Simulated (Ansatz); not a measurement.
Mg4, relaxed as a quintet with UKS r2SCAN/def2-TZVP in Ansatz, starting from the r2SCAN/def2-TZVP geometry of the neutral singlet. Force threshold 0.02 eV/Å.

The relaxation made no stability test and no search for a lower SCF solution. At r2SCAN/def2-TZVP a singlet of charge 0 lies 2.16 eV below the quintet, each at its own geometry. The structure comes from a short search, and lower isomers may exist.

Start:

```xyz
4

Mg    0.976   -1.294   -0.905
Mg    1.136    1.363    0.546
Mg   -0.810   -0.762    1.486
Mg   -1.302    0.693   -1.126
```

| step | energy (eV) | largest force component (eV/Å) | SCF passes |
| --- | --- | --- | --- |
| 1 | -21771.4068 | 0.193 | 124 |
| 2 | -21771.4358 | 0.159 | 47 |
| 3 | -21771.4586 | 0.195 | 40 |
| 4 | -21771.4842 | 0.136 | 39 |
| 5 | -21771.6036 | 0.305 | 47 |
| 6 | -21771.7001 | 0.238 | 38 |
| 7 | -21771.7440 | 0.188 | 37 |
| 8 | -21771.7521 | 0.126 | 43 |
| 9 | -21771.7880 | 0.241 | 50 |
| 10 | -21771.8878 | 0.230 | 43 |
| 11 | -21771.9745 | 0.274 | 39 |
| 12 | -21772.0644 | 0.205 | 41 |
| 13 | -21772.1523 | 0.200 | 40 |
| 14 | -21772.2231 | 0.109 | 38 |
| 15 | -21772.2484 | 0.122 | 36 |
| 16 | -21772.2492 | 0.110 | 32 |
| 17 | -21772.2526 | 0.112 | 34 |
| 18 | -21772.2577 | 0.012 | 33 |
| 19 | -21772.2580 | 0.008 | 27 |
| 20 | -21772.2582 | 0.010 | 26 |

Force components are those of the run's own axes.

End:

```xyz
4

Mg   -0.060   -1.257   -0.706
Mg    0.062    1.257    0.705
Mg    0.427   -1.419    2.123
Mg   -0.430    1.419   -2.122
```

Bonds lost: Mg3–Mg4 (atoms count from 1).

The force fell under the threshold at step 18, but the optimiser went on. No frequencies were taken in this run, so the end may be a saddle point.

Run time 1.9 min (4 threads of Arm Neoverse N1 on a shared host).
